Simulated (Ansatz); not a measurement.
System: sum formula SiN2H5F2, charge 1, multiplicity 1. It need not be the lowest isomer of its formula. 
Coordinates optimised at B3LYP-D3(BJ)/def2-TZVP (Ansatz, an electronic-structure program):
```
Si
F 1 1.5634
F 1 1.5634 2 114.64
N 1 1.6503 2 115.32 3 -137.52
H 4 1.0103 1 122.88 2 150.42
H 4 1.0103 5 112.44 1 165.15
N 1 1.8787 2 98.78 3 103.93
H 7 1.0234 1 111.92 2 61.56
H 7 1.0234 8 106.99 1 -122.94
H 7 1.0246 8 107.11 9 -114.57
```
Charge +1, spin multiplicity 1.

Parts of the frozen-core correlation energy in STO-3G (Ansatz, hartree). Frozen orbitals: 9; correlated occupied orbitals by spin: 16 and 16; virtual: 9 and 9. No spin-orbit coupling. Non-relativistic.

```
term                            value
-------------------------  ----------
reference (HF)             -592.01711
MP2 opposite-spin                 ___
MP2 same-spin                     ___
CCSD correlation                  ___
(T)                          -0.00601
T1 diagnostic                   0.011
largest doubles amplitude       0.051
```

What belongs in the gaps?


- MP2 opposite-spin, value: -0.13989
- MP2 same-spin, value: -0.02579
- CCSD correlation, value: -0.20405
